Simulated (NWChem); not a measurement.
System: C₂H₅FOSi; SMILES C([SiH2]F)C=O

NWChem input:

```
start job
memory heap 200 mb stack 900 mb global 1100 mb
geometry units angstroms noautoz
  O      0.273392    -2.364889     0.528821
  C      0.377843    -1.533846    -0.347377
  C     -0.669015    -0.498567    -0.661819
  Si    -0.412813     1.113099     0.301640
  F      0.959699     1.816689    -0.184039
  H      1.299772    -1.475163    -0.967300
  H     -0.677171    -0.263538    -1.733677
  H     -1.655083    -0.880841    -0.366736
  H     -0.317644     0.830332     1.752906
  H     -1.544071     2.029195     0.009264
end
basis spherical
  * library def2-svp
end
dft
  xc xwpbe 1.00 cpbe96 1.0 hfexch 1.00
  cam 0.1 cam_alpha 0.0 cam_beta 1.0
  iterations 150
  vectors input atomic output neutral.movecs
end
task dft energy
charge 1
dft
  odft
  mult 2
  vectors input atomic output cation.movecs
end
task dft energy
```

Geometry: optimised at B3LYP/6-31G* (spherical d).

Ions are spin-unrestricted doublets at the neutral geometry; other ion states weren't tried. Functional: LC-ωPBE (HJS hole) with def2-SVP; the question gives the range parameter ω in 1/bohr.

Question: Predict the main results of this run. (LC-wPBE (HJS exchange hole, range parameter 0.1 per bohr)/def2-SVP, vertical spin-unrestricted ions.) Quantities: vertical ionisation energy, ΔSCF (eV); −ε(HOMO) (eV).

Answer: The vertical ionisation energy, ΔSCF (eV) is 9.65 and the −ε(HOMO) (eV) comes out as 7.26.
